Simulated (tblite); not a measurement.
C₈H₁₀Si.
Cartesian coordinates in Å at the GFN2-xTB level; atoms count from 1:
```
atom  x, y, z in Å
Si1   -2.5652   -0.7000   -1.1700
C2    -1.8879   -0.3075    0.5723
C3    -0.4370    0.0389    0.5009
C4    -0.0498    1.3566    0.2981
C5     1.2935    1.7674    0.1866
C6     2.1710    0.7402    0.2912
C7     1.7982   -0.5736    0.4880
C8     0.5196   -1.0016    0.6000
C9     3.2536   -0.2762    0.3922
H10   -3.9843   -1.0434   -1.0496
H11   -1.8250   -1.8292   -1.7335
H12   -2.4004    0.4768   -2.0233
H13   -2.4520    0.5211    1.0013
H14   -2.0343   -1.1712    1.2219
H15   -0.8232    2.1088    0.2278
H16    1.5538    2.8047    0.0333
H17    0.2106   -2.0255    0.7567
H18    3.7911   -0.5629   -0.5059
H19    3.8579   -0.3141    1.2928
```

Computed values, GFN2-xTB/tblite, gas phase, harmonic and unscaled. Against measured fundamentals such values can be off by several per cent, at times by over 20. Modes of hydrogen on silicon can be 10 to 20 % off. One conformer, not necessarily the lowest.

Harmonic wavenumbers (cm⁻¹): 43.9, 84.9, 105.4, 196.9, 262.4, 326.6, 339.0, 453.9, 474.1, 489.0, 506.6, 565.7, 632.3, 661.4, 736.8, 770.5, 785.9, 787.1, 800.4, 811.4, 863.0, 873.0, 892.0, 954.3, 976.4, 978.2, 979.0, 1057.0, 1084.4, 1107.5, 1150.7, 1197.4, 1208.3, 1257.1, 1349.9, 1406.0, 1439.3, 1462.4, 1476.5, 1657.4, 1771.6, 2254.2, 2269.6, 2273.9, 2978.5, 2988.9, 3000.1, 3009.4, 3053.4, 3058.2, 3072.9.

A = 3409, B = 805.7, C = 730.1 MHz; mass 134.055 u (most abundant isotopes); point group C1, symmetry number 1.

**Question.** Zero-point energy?

**Answer.** Half the sum of the wavenumbers: 31467 cm⁻¹ = 89.97 kcal/mol.

**Question.** Give the ideal-gas entropy at 298.15 K and 1 bar in the rigid-rotor, harmonic-oscillator model (classical rotation).

**Answer.** Translation 40.62, rotation 29.46, vibration 25.29: S = 95.4 cal/(mol K).

**Question.** And Cp and H(298.15 K) − H(0)?

**Answer.** Cp = 38.39 cal/(mol K), of which vibrations give 30.44 (their classical limit is 51 R = 101.3); H(298.15 K) − H(0) = 6.49 kcal/mol without the zero-point energy, 4.12 from vibrations.

**Question.** How do the functions run with temperature in this model?

**Answer.** 
| T (K) | S (cal/(mol K)) | Cp (cal/(mol K)) | H − H(0) (kcal/mol) | G − H(0) (kcal/mol) | ln q(vib) |
| --- | --- | --- | --- | --- | --- |
| 150 | 75.8 | 21.0 | 2.13 | -9.24 | 2.49 |
| 250 | 89.1 | 32.5 | 4.79 | -17.50 | 4.66 |
| 400 | 108.3 | 49.7 | 10.99 | -32.31 | 8.21 |
| 600 | 131.7 | 66.1 | 22.69 | -56.36 | 13.21 |
| 900 | 161.6 | 81.0 | 44.96 | -100.52 | 20.52 |

q(vib) and H(0) count from the zero-point level.

**Question.** What must be added to the electronic energy to get the Gibbs energy at 298.15 K and 1 bar?

**Answer.** ZPE + [H(298.15 K) − H(0)] − T·S = 89.97 + 6.49 − 28.43 = 68.03 kcal/mol.

Hindered rotation and anharmonicity are outside this model. Other conformers, if any are populated, would add a mixing term that is left out. The structure is chiral; the term R ln 2 for an equal mix with its mirror image is left out.
